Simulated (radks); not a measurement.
Results of a calculation; reference values are marked as such.
Zn4+, 26 electrons, occupied as [Ar] 3d8. Code: a radial shooting solver on a logarithmic mesh with Libxc functionals. Model: Dirac Kohn-Sham, PBEsol, spin-unpolarised, spherical densities, finite nucleus; open shells are shared between the two j in proportion to 2j + 1; Fermi nuclear charge, rms radius 3.9283 fm.

Radial electron density D(r) = 4 pi r^2 rho(r):

| r (bohr) | D(r) (e/bohr) |
|---|---|
| 0.005477 | 5.540 |
| 0.006908 | 7.996 |
| 0.008781 | 11.42 |
| 0.01107 | 15.66 |
| 0.01408 | 20.91 |
| 0.01775 | 26.44 |
| 0.02257 | 31.81 |
| 0.02846 | 35.54 |
| 0.03618 | 36.74 |
| 0.04563 | 35.01 |
| 0.05801 | 31.54 |
| 0.07316 | 29.38 |
| 0.093 | 31.27 |
| 0.1173 | 36.85 |
| 0.1491 | 41.74 |
| 0.188 | 39.86 |
| 0.239 | 30.58 |
| 0.3039 | 21.28 |
| 0.3832 | 19.44 |
| 0.4872 | 22.97 |
| 0.6144 | 23.68 |
| 0.781 | 18.08 |
| 0.985 | 10.25 |
| 1.252 | 4.211 |
| 1.579 | 1.339 |
| 2.007 | 0.2972 |
| 2.532 | 0.04627 |

D(r) has 3 maxima, at r = 0.0350, 0.159, 0.563 bohr, and minima at 0.0755, 0.359 bohr, inside which lie 2.11, 10.89 electrons.
